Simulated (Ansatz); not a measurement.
Two members of one family (Oligo(p-phenylene), donor-acceptor), computed with Ansatz in the gas phase. Binding counts from free atoms in the multiplicity of their measured ground term, without zero-point energy. The structures are stationary points that may keep the symmetry of their start.

First: CN(C)c1ccc(-c2ccc(-c3ccc(-c4ccc(C#N)cc4)cc3)cc2)cc1 (singlet, charge 0, r2SCAN-D4/def2-SVP geometry).

```xyz
51

C    -4.605    7.401    0.467
N    -4.718    6.342   -0.510
C    -5.717    6.415   -1.553
C    -3.897    5.240   -0.423
C    -3.973    4.185   -1.368
C    -3.141    3.075   -1.271
C    -2.183    2.945   -0.246
C    -1.304    1.765   -0.153
C     0.006    1.864    0.360
C     0.835    0.750    0.448
C     0.398   -0.522    0.031
C     1.276   -1.705    0.128
C     2.668   -1.599   -0.064
C     3.496   -2.715    0.025
C     2.972   -3.989    0.319
C     3.850   -5.172    0.418
C     3.573   -6.206    1.335
C     4.396   -7.323    1.435
C     5.533   -7.437    0.610
C     6.384   -8.582    0.706
N     7.076   -9.517    0.784
C     5.823   -6.411   -0.311
C     4.992   -5.299   -0.400
C     1.581   -4.096    0.515
C     0.753   -2.981    0.417
C    -0.911   -0.624   -0.482
C    -1.739    0.491   -0.572
C    -2.109    3.997    0.687
C    -2.938    5.112    0.613
H    -5.312    8.203    0.215
H    -4.837    7.054    1.492
H    -3.590    7.840    0.483
H    -6.289    7.344   -1.442
H    -5.265    6.414   -2.562
H    -6.429    5.570   -1.504
H    -4.681    4.235   -2.197
H    -3.216    2.298   -2.038
H     0.385    2.838    0.678
H     1.839    0.863    0.868
H     3.104   -0.627   -0.307
H     4.574   -2.593   -0.115
H     2.710   -6.120    2.002
H     4.174   -8.112    2.158
H     6.699   -6.501   -0.960
H     5.214   -4.525   -1.140
H     1.139   -5.074    0.726
H    -0.320   -3.096    0.590
H    -1.277   -1.593   -0.833
H    -2.755    0.371   -0.959
H    -1.403    3.927    1.520
H    -2.845    5.882    1.380
```

```json
{"level": "PBE-D4/def2-SVP", "HOMO (eV)": "-4.54", "LUMO (eV)": "-2.55", "gap (eV)": "1.99", "binding per atom (eV)": "5.46"}
{"level": "PBE0-D4/def2-SVP", "HOMO (eV)": "-5.42", "LUMO (eV)": "-1.89", "gap (eV)": "3.53", "binding per atom (eV)": "5.34"}
```

Second: CN(C)c1ccc(-c2ccc(-c3ccc(-c4ccc(-c5ccc(-c6ccc(C#N)cc6)cc5)cc4)cc3)cc2)cc1 (singlet, charge 0, r2SCAN-D4/def2-SVP geometry).

Cartesian coordinates in Å:
```
C 11.425 3.558 5.085
N 10.803 2.264 5.245
C 11.457 1.234 6.018
C 9.582 2.011 4.658
C 8.930 0.763 4.817
C 7.699 0.517 4.217
C 7.041 1.484 3.433
C 5.736 1.212 2.802
C 4.790 2.238 2.598
C 3.559 1.981 2.000
C 3.208 0.686 1.576
C 1.902 0.414 0.940
C 0.744 1.123 1.314
C -0.487 0.865 0.715
C -0.619 -0.113 -0.290
C -1.924 -0.385 -0.926
C -3.127 -0.284 -0.202
C -4.356 -0.545 -0.801
C -4.442 -0.919 -2.157
C -5.745 -1.197 -2.793
C -6.803 -1.781 -2.067
C -8.031 -2.045 -2.667
C -8.259 -1.741 -4.023
C -9.560 -2.026 -4.661
C -9.636 -2.404 -6.017
C -10.858 -2.673 -6.624
C -12.052 -2.572 -5.882
C -13.311 -2.848 -6.500
N -14.339 -3.072 -7.003
C -11.991 -2.195 -4.526
C -10.763 -1.928 -3.932
C -7.203 -1.159 -4.751
C -5.976 -0.892 -4.149
C -3.240 -1.017 -2.884
C -2.011 -0.759 -2.283
C 0.539 -0.821 -0.666
C 1.769 -0.565 -0.064
C 4.151 -0.341 1.779
C 5.382 -0.084 2.377
C 7.693 2.723 3.281
C 8.925 2.989 3.868
H 12.368 3.578 5.645
H 10.786 4.375 5.468
H 11.654 3.784 4.025
H 12.425 1.607 6.372
H 10.864 0.935 6.903
H 11.644 0.324 5.418
H 9.380 -0.022 5.428
H 7.220 -0.451 4.391
H 5.019 3.254 2.932
H 2.860 2.808 1.843
H 0.807 1.878 2.102
H -1.361 1.448 1.020
H -3.096 -0.013 0.857
H -5.272 -0.441 -0.212
H -6.645 -2.067 -1.024
H -8.816 -2.534 -2.083
H -8.716 -2.515 -6.598
H -10.901 -2.975 -7.674
H -12.916 -2.104 -3.951
H -10.734 -1.609 -2.887
H -7.359 -0.875 -5.795
H -5.191 -0.402 -4.731
H -3.268 -1.321 -3.933
H -1.098 -0.830 -2.881
H 0.470 -1.600 -1.430
H 2.650 -1.123 -0.392
H 3.906 -1.364 1.479
H 6.095 -0.904 2.499
H 7.237 3.498 2.656
H 9.387 3.962 3.697
```

Question: Estimate how these quantities change from the first to the second (second minus first).

Answer: 
```json
{"level": "PBE-D4/def2-SVP", "Δ HOMO (eV)": "0.07", "Δ LUMO (eV)": "-0.13", "Δ gap (eV)": "-0.20", "Δ binding per atom (eV)": "0.08"}
{"level": "PBE0-D4/def2-SVP", "Δ HOMO (eV)": "0.08", "Δ LUMO (eV)": "-0.13", "Δ gap (eV)": "-0.21", "Δ binding per atom (eV)": "0.08"}
```
